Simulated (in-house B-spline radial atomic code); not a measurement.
A run on an ion of nuclear charge 65 with 65.3 electrons that did not converge. Method: scalar-relativistic (X2C) B97-1, spin-polarised, spherical fractional occupations, Fermi nucleus of rms radius 5.06 fm; computed with an all-electron radial atomic-structure program (B-spline basis).

Command:
```bash
python run_scf.py task.json out
```
Settings (nuclear radius in fm, mass in u):
```
Z                65
configuration    [Xe] 4f9.3 6s2
hamiltonian      x2c
method           b97_1
spin_polarised   True
nucleus          fermi
rms_radius       5.06
atomic_mass      158.92535
speed_of_light   137.035999084
```

First and last ten iterations of the last attempt (damped for 15 steps, keeping 80 % of the old Fock matrix, then DIIS):
```
 iter        energy (Eh)    residual
    1      -11663.745150    7.04e-01
    2      -11666.668595    1.27e+00
    3      -11687.187649    8.10e-01
    4      -11698.221547    4.92e-01
    5      -11703.739742    3.10e-01
    6      -11706.285124    2.05e-01
    7      -11707.372534    1.30e-01
    8      -11707.818171    8.09e-02
    9      -11708.007955    5.53e-02
   10      -11708.099044    4.16e-02
  111      -11706.494613    1.23e-01
  112      -11706.491987    1.23e-01
  113      -11706.493476    1.23e-01
  114      -11706.541317    1.20e-01
  115      -11708.164551    2.64e-02
  116      -11708.162695    2.69e-02
  117      -11706.434296    1.26e-01
  118      -11706.424750    1.27e-01
  119      -11706.422227    1.27e-01
  120      -11706.426848    1.27e-01
 not converged after 120 iterations
```

The smallest residual met was 1.6e-02; the threshold is about 6e-07. No energy from this run should be used. The likely cause: this method binds the added charge weakly or not at all at the basis-set limit, so charge moves back and forth between the atom and the box. Run time, properties included: 8.3 s on 1 thread of Arm Neoverse N1, on a shared host.
